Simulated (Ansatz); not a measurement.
A nudged elastic band was laid between two geometries of ClHS$_{2}$Si (5 atoms, charge 0, multiplicity 1).

Method: RKS B3LYP-D4/def2-SVP in Ansatz 0.2.0.

| Property | Result |
| --- | --- |
| movable images | 9 |
| climbing image | yes |
| spring | 5.0 eV/Å² |
| optimiser | quadratic models (default) |
| start path | through a guess of the saddle point |
| force threshold | 0.05 eV/Å |
| iteration limit | 53 |
| end points | relaxed |

Initial state:

```xyz
5
Properties=species:S:1:pos:R:3
Cl 1.355 -0.133 1.692
Si 0.012 0.258 0.186
S -1.250 -1.288 -0.493
S 0.411 -0.455 -1.758
H -0.528 1.618 0.374
```

Final state:

```xyz
5
Properties=species:S:1:pos:R:3
Cl 1.680 -0.905 1.706
Si 1.004 0.696 0.481
S -1.263 -0.272 -0.145
S 0.416 -0.391 -1.432
H -1.837 0.873 -0.611
```

Problem. Which bonds break or form, and what moves?

Solution. Bonds broken: Si2–H5. Bonds formed: S3–H5.

Problem. Give the energies along the band, and the barrier.

Solution. The run converged. The highest image is number 5 of 0 to 10, 166.3 kJ/mol above the first end and 89.1 kJ/mol above the last; the last end lies 77.1 kJ/mol above the first. A vibrational analysis at the climbing image gives one clearly imaginary mode, 767i cm⁻¹: a first-order saddle point. The orbitals stay closed-shell, which can raise the energy where a bond breaks towards radicals; this wasn't checked here.

```json
{"image": "0", "path coordinate (Å)": "0.00", "energy (kJ/mol)": "0.0", "Si2–H5 (Å)": "1.48", "S3–H5 (Å)": "3.12"}
{"image": "1", "path coordinate (Å)": "0.27", "energy (kJ/mol)": "9.9", "Si2–H5 (Å)": "1.47", "S3–H5 (Å)": "2.89"}
{"image": "2", "path coordinate (Å)": "0.53", "energy (kJ/mol)": "46.0", "Si2–H5 (Å)": "1.46", "S3–H5 (Å)": "2.61"}
{"image": "3", "path coordinate (Å)": "0.80", "energy (kJ/mol)": "102.5", "Si2–H5 (Å)": "1.46", "S3–H5 (Å)": "2.35"}
{"image": "4", "path coordinate (Å)": "1.07", "energy (kJ/mol)": "149.9", "Si2–H5 (Å)": "1.50", "S3–H5 (Å)": "2.11"}
{"image": "5", "path coordinate (Å)": "1.33", "energy (kJ/mol)": "166.3", "Si2–H5 (Å)": "1.59", "S3–H5 (Å)": "1.85"}
{"image": "6", "path coordinate (Å)": "1.67", "energy (kJ/mol)": "143.7", "Si2–H5 (Å)": "1.85", "S3–H5 (Å)": "1.50"}
{"image": "7", "path coordinate (Å)": "2.00", "energy (kJ/mol)": "122.1", "Si2–H5 (Å)": "2.21", "S3–H5 (Å)": "1.38"}
{"image": "8", "path coordinate (Å)": "2.34", "energy (kJ/mol)": "103.2", "Si2–H5 (Å)": "2.50", "S3–H5 (Å)": "1.36"}
{"image": "9", "path coordinate (Å)": "2.67", "energy (kJ/mol)": "84.6", "Si2–H5 (Å)": "2.77", "S3–H5 (Å)": "1.36"}
{"image": "10", "path coordinate (Å)": "3.00", "energy (kJ/mol)": "77.1", "Si2–H5 (Å)": "3.05", "S3–H5 (Å)": "1.36"}
```

Problem. What is the geometry of the highest image?

Solution. 
```xyz
5
Properties=species:S:1:pos:R:3
Cl 1.466 -0.299 1.760
Si 0.562 0.660 0.149
S -1.407 -0.715 -0.508
S 0.381 -0.588 -1.614
H -1.002 0.942 0.214
```

Problem. What are the harmonic wavenumbers there?

Solution. 767i, 120, 176, 274, 429, 524, 564, 773, 1751 cm⁻¹.

The band took 7 iterations and about 2.6 core-minutes.

Run time: 2.6 min on 1 thread of Arm Neoverse V2, with other jobs on the host, peak memory 0.16 GiB.
